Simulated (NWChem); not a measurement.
Molecule: AlClF₂; SMILES [F][Al]([F])[Cl]

```xyz
4

Al     0.0000     0.0000     0.4183
F      0.0000    -1.4183     1.2546
F      0.0000     1.4183     1.2546
Cl     0.0000     0.0000    -1.6483
```
Atoms are numbered in this order, from 1.

Program: NWChem. Pople sets run with spherical d functions. Geometry: optimised at PBE0/def2-SVP.

For level B3LYP/6-31G*:

```
Quantity          Result
----------------  ------
orbital gap (eV)    7.85
```

**Question.** What are these values for level B97-2/6-31G*?

**Answer.** orbital gap (eV): 8.25
